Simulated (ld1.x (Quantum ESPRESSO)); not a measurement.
Scattering properties, ultrasoft potential for technetium

Tc (Z = 43), ultrasoft, made with ld1.x (Quantum ESPRESSO) 7.5 (BP86, scalar-relativistic). Core [Ar] 3d10 4s2, reference 4p6 4d5 5s2 5p0. Waves: 5s (bound): rcut 2.25, rcutus 3.05 bohr; 5s channel at 2.8 Ry: rcut 2.25, rcutus 3.05 bohr; 4p (bound): rcut 1.65, rcutus 1.95 bohr; 5p (bound, empty): rcut 1.65, rcutus 1.95 bohr; 4d (bound): rcut 1.25, rcutus 1.50 bohr; 4d channel at 2.4 Ry: rcut 1.25, rcutus 1.50 bohr. Local part: all-electron potential smoothed inside 1.95 bohr (lloc = -2). Core correction: Bessel-smoothed model core, default radius (core density twice the valence density). Augmentation charge: PSQ, inside the norm-conserving radii.

The phase is arctan(r·u′/u) with u = r·R(r), unwrapped; energies in Ry, scanned from -5 to 5 Ry. A pole is an energy at which the radial function vanishes at the test radius. The pseudo phase is shifted by a multiple of π to meet the all-electron one at the reference energy, and phase errors are pseudo minus all-electron; the curves can meet again beyond the range given. Levels narrower than the energy grid can be missing from the lists of poles.

```csv
channel,radius (bohr),reference energy (Ry),"poles, all-electron","poles, pseudo",unbroken range about the reference energy with phases within 0.05 rad,phase error 1 Ry above the reference energy (rad)
s,3.30,-0.38,0.63,0.63,the whole range,-0.001
p,3.30,-0.11,"-3.33, 1.48","-3.33, 1.47",below 3.5,-0.000
d,3.30,-0.50,"-0.37, 3.12","-0.37, 3.12",the whole range,+0.000
```

Phases in the s channel:

```csv
E (Ry),all-electron,pseudo
-5.00,1.426,1.425
-4.74,1.421,1.421
-4.48,1.416,1.415
-4.22,1.410,1.410
-3.96,1.404,1.403
-3.70,1.397,1.396
-3.44,1.388,1.388
-3.18,1.379,1.378
-2.92,1.367,1.367
-2.66,1.354,1.353
-2.40,1.337,1.337
-2.14,1.316,1.315
-1.88,1.288,1.287
-1.62,1.248,1.248
-1.36,1.188,1.187
-1.10,1.084,1.083
-0.84,0.861,0.860
-0.58,0.225,0.225
-0.32,-0.823,-0.823
-0.06,-1.265,-1.265
0.20,-1.437,-1.438
0.46,-1.529,-1.529
0.72,-1.590,-1.590
0.98,-1.637,-1.638
1.24,-1.681,-1.681
1.50,-1.725,-1.726
1.76,-1.776,-1.777
2.02,-1.844,-1.845
2.28,-1.948,-1.949
2.54,-2.138,-2.139
2.80,-2.573,-2.573
3.06,-3.445,-3.446
3.32,-4.066,-4.068
3.58,-4.324,-4.327
3.84,-4.450,-4.453
4.10,-4.524,-4.528
4.36,-4.574,-4.577
4.62,-4.609,-4.614
4.88,-4.637,-4.642
```
